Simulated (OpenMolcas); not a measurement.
# Re: effect of the IPEA shift

| Item | Value |
| --- | --- |
| Program | OpenMolcas 26.06 |
| Basis | ANO-RCC-VTZP [8s7p5d3f2g1h] |
| Scalar Hamiltonian | DKH2, point nucleus |
| Active space | 7 electrons in 6 orbitals (5d 6s) |
| State averaging | 2S+1 = 6 even, 6 roots; 2S+1 = 4 even, 59 roots kept (CI in the orbitals of an earlier block); 2S+1 = 2 even, 53 roots kept (CI in the orbitals of an earlier block) |
| Spin-orbit coupling | RASSI with atomic mean-field integrals over the reference wave functions, term energies averaged over their components |

Methods on the same reference wave functions:
A. CASSCF
B. MS-CASPT2, IPEA 0 Eh, imaginary shift 0.1 Eh (closed shells correlated: 5s 5p)
C. MS-CASPT2, IPEA 0.25 Eh, imaginary shift 0.1 Eh (closed shells correlated: 5s 5p)

Energies in cm⁻¹ above 5d⁵ 6s² ⁶S_5/2, the measured ground level; measured values from NIST Handbook of Basic Atomic Spectroscopic Data.

```tsv
Level	A	B	C	Measured
5d⁵ 6s² ⁶S_5/2	0.0	0.0	0.0	0.0
5d⁶ 6s ⁶D_9/2	7713	16010	14860	11755
5d⁶ 6s ⁶D_7/2	10405	18790	17550	14217
5d⁶ 6s ⁶D_5/2	11509	20280	19340	15770
5d⁶ 6s ⁶D_3/2	12545	21380	20430	16328
5d⁶ 6s ⁶D_1/2	13171	22130	21220	17238
5d⁵ 6s² ⁴G_5/2 [61 %]	17634	16720	17590	
5d⁵ 6s² ⁴G_11/2	18726	18170	18950	16307
5d⁵ 6s² ⁴P_1/2 [60 %]	18805	16750	18290	
5d⁵ 6s² ⁴G_9/2	19055	18290	19150	16619
5d⁵ 6s² ⁴D_7/2 [53 %]	19329	19280	20040	
5d⁵ 6s² ⁴D_5/2 [55 %]	22343	22210	23490	
5d⁵ 6s² ⁴D_1/2 [74 %]	22429	21850	23020	
5d⁵ 6s² ²D_3/2 [55 %]	26140	24890	26840	
5d⁵ 6s² ²I_11/2 [54 %]	28463	27560	27880
```

Deviations, from unrounded energies. A percentage is the sum of absolute deviations over the sum of measured energies, with the sign that they share, or ± where signs differ.

```
                        Against measurement  Levels      A      B      C
             mean absolute deviation (cm-1)       7   3500   3800   3300
other terms of the ground configuration (%)       2  +14.7  +10.7  +15.7
                   other configurations (%)       5  -26.5  +30.9  +24.0
```

C lies closest to measurement on these levels and B furthest from it. The largest miss of C in the table is 5d⁶ 6s ⁶D_3/2, by +4100 cm-1. The ranking rests on the paired levels alone, and a cruder setting can come out closer through cancelling errors.

Between B and C the level of the table that moves most is 5d⁵ 6s² ²D_3/2 [55 %], by 2000 cm-1 (lowest in B, highest in C). Moves below CASPT2's spread within the term are not significant.

The mean deviations of B to C differ by less than CASPT2's widest spread within a term (1200 cm-1), so their order carries little weight.

From A to B the spin-free energies of the other terms of 5d⁵ 6s² shown, above ⁶S, scale by factors of 0.94 to 0.98.

The lowest spin-free term lies below A's lowest term by 0.456 hartree in B, 0.436 hartree in C.

CASPT2 breaks the degeneracy within a term, and the mean is taken; among the terms shown or strongly mixed into the levels shown the widest spread is 1200 cm-1 (5d⁵ 6s² ²I, C). Terms from blocks run as CI alone lack orbitals of their own. Configurations are named by rounded mean occupations; where the s occupation lies near a half they are strongly mixed, a name can repeat and a true partner stay unpaired. A single d shell beside an s shell can misplace configurations of different d count against each other. Without dynamic correlation excited terms often stand tens of per cent too high (terms of higher spin than the ground term too low), and those without a measured partner can miss by more than the paired ones (holds for A). The CASPT2 spread within a term exceeds the gap to the next term for 5d⁵ 6s² ⁴G and 5d⁵ 6s² ⁴P, 5d⁶ 6s ⁴F and 5d⁵ 6s² ²I, so the order of their levels is uncertain, and so are names and mixing where such terms share a J (holds for C). Some terms miss by over 15 % even with CASPT2, which points to a basis or an active space too small for the shells correlated (holds for C). Measured partners are found by configuration, term and J. A level has none where our copy of the source lacks it or the pairing is in doubt (some pairs that miss far off the trend of their configuration count as doubtful), and it then counts in no deviation. Levels of configurations outside the active space are missing. Levels that lie high or do not pair safely by name in every column are left out.

A share in square brackets marks a mixed level and gives the weight of the term that names it, the lowest over the columns.
